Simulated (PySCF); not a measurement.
**Electron correlation in F⁺ (fluorine, charge +1)**

Starting occupation: [He] 2s2 2p4, 2p1/2 with m_j = -1/2, +1/2, 2p3/2 with m_j = +1/2, +3/2. All numbers are calculated (PySCF 2.14, X2C-1e with screened-nucleus spin-orbit coupling, Gaussian nucleus, in x2c-QZVPPall-2c (7s4p3d2f1g, 57 functions)). Frozen: 1s2; 6 electrons correlated; the 2 highest virtual spinors left out.

MP2 pair energies summed by pair of shells (mhartree):

```
 pair  energy  share (%)
2p-2s  -75.85       46.9
2p-2p  -74.80       46.2
2s-2s  -11.20        6.9
```

Total MP2 correlation energy: -161.86 mhartree.

The GHF reference relaxed away from the jj start to a determinant that is no pure jj level (⟨S²⟩ = 2.00, ⟨J²⟩ = 6.01); the energies belong to that determinant.
